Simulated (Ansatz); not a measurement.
```xyz
13

C     0.670    1.185    0.968
B     0.184    0.015    0.050
Si   -1.761   -0.528   -0.045
C     1.234   -0.808   -0.776
Cl    0.866    0.332   -2.142
H     0.724    0.775    1.987
H     1.668    1.557    0.721
H    -0.022    2.028    1.021
H    -2.160   -1.142    1.259
H    -2.666    0.634   -0.271
H    -2.026   -1.540   -1.108
H     0.997   -1.810   -1.124
H     2.291   -0.700   -0.539
```

Charge 0, multiplicity 1.

**Question.** List the ωB97M-V/def2-TZVPP orbital energies in eV (Ansatz). (An estimate is asked.)

**Answer.** Ansatz gave: Occupied: -2772.60, -1806.26, -282.78, -280.82, -262.94, -200.47, -200.28, -200.25, -188.04, -147.39, -101.51, -101.50, -101.48, -27.21, -22.55, -21.53, -17.85, -16.14, -15.52, -14.23, -13.87, -13.62, -12.31, -11.82, -11.61, -11.35, -10.93, -10.00. Lowest empty: 0.81, 2.03, 2.60, 2.98, 3.11, 3.28, 3.41, 3.84.
